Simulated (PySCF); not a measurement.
C3H7BO. Atoms are numbered in the order given.

```xyz
12

O      1.9268     0.1218    -0.2530
B      0.6144     0.0679     0.0471
C     -0.5454     1.1259    -0.1284
C     -1.4810    -0.1175    -0.1254
C     -0.4044    -1.0794     0.4584
H      2.3710    -0.7224    -0.1176
H     -0.6893     1.7377     0.7782
H     -0.5731     1.7956    -1.0008
H     -1.7558    -0.4096    -1.1507
H     -2.4121    -0.0259     0.4563
H     -0.5032    -1.1669     1.5540
H     -0.3390    -2.0965     0.0411
```

Geometry: PBE0-D3(BJ)/def2-SVP. Other conformers were not sampled.

Level of theory: PBE/def2-TZVP run with PySCF.

ESP charges are fitted to the potential on shells at 1.4 to 2.0 van der Waals radii. Atomic charges (e):

```json
[
 {"atom": "O1", "ESP fit": "-0.63", "IAO": "-0.48"},
 {"atom": "B2", "ESP fit": "0.59", "IAO": "0.39"},
 {"atom": "C3", "ESP fit": "-0.48", "IAO": "-0.45"},
 {"atom": "C4", "ESP fit": "0.16", "IAO": "-0.24"},
 {"atom": "C5", "ESP fit": "-0.54", "IAO": "-0.46"},
 {"atom": "H6", "ESP fit": "0.40", "IAO": "0.37"},
 {"atom": "H7", "ESP fit": "0.12", "IAO": "0.16"},
 {"atom": "H8", "ESP fit": "0.12", "IAO": "0.15"},
 {"atom": "H9", "ESP fit": "0.03", "IAO": "0.14"},
 {"atom": "H10", "ESP fit": "0.00", "IAO": "0.13"},
 {"atom": "H11", "ESP fit": "0.13", "IAO": "0.16"},
 {"atom": "H12", "ESP fit": "0.11", "IAO": "0.14"}
]
```

Give the Mayer and Wiberg (Löwdin basis) orders of the bonds. (Estimate from the structure and the level; the computed values follow.)


| bond | Mayer | Wiberg |
|---|---|---|
| O1–B2 | 1.46 | 2.07 |
| B2–C3 | 1.04 | 1.19 |
| C3–C4 | 1.01 | 1.14 |
| B2–C5 | 1.02 | 1.19 |
| C4–C5 | 1.00 | 1.14 |
| O1–H6 | 0.87 | 0.94 |
| C3–H7 | 0.91 | 0.81 |
| C3–H8 | 0.93 | 0.84 |
| C4–H9 | 0.95 | 0.86 |
| C4–H10 | 0.94 | 0.87 |
| C5–H11 | 0.92 | 0.82 |
| C5–H12 | 0.94 | 0.85 |
